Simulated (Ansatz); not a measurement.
Total energies of diborane 1,1-di F (B2H4F2) from Ansatz at r2SCAN-D4/def2-TZVPD, gas phase (1 Eh = 27.2114 eV = 2625.5 kJ/mol). The reference geometry is relaxed at PBE-D4/def2-TZVP.

```xyz
8

B     0.3912    0.7528    0.2227
F    -0.1701    1.5747    1.1192
F     1.5618    1.1023   -0.3267
H     0.4468   -0.5620    0.7191
B    -0.3987   -0.7670   -0.2271
H     0.1467   -1.4617   -1.0314
H    -1.4412   -1.0290    0.2940
H    -0.5367    0.3899   -0.7699
```

```
                state   geometry  energy (Eh)
     charge 0 singlet  reference   -251.88169
    charge -1 doublet  reference   -251.85731
free B atom (doublet)          –    -24.63682
free F atom (doublet)          –    -99.72844
free H atom (doublet)          –     -0.49993
```

(1) Work out the vertical electron affinity, to the doublet.

(2) What is the binding energy per atom against free atoms?

(1) E(charge 0 singlet) − E(charge -1 doublet) = -251.88169 − (-251.85731) = -0.02438 Eh = -0.66 eV; negative, so the extra electron isn't bound.

(2) Atoms: 2 × (-24.63682) + 2 × (-99.72844) + 4 × (-0.49993) = -250.73024 Eh. Binding: -250.73024 − (-251.88169) = 1.15145 Eh = 31.33 eV, or 3.92 eV for each of 8 atoms (no zero-point energy, no counterpoise term).

At r2SCAN-D4/def2-TZVPD the highest occupied level of the charge -1 doublet lies above zero (up to 1.93 eV). By energy differences it is unbound by 0.66 eV (vertical, against the charge 0 singlet, at r2SCAN-D4/def2-TZVPD) and held by the finite basis.
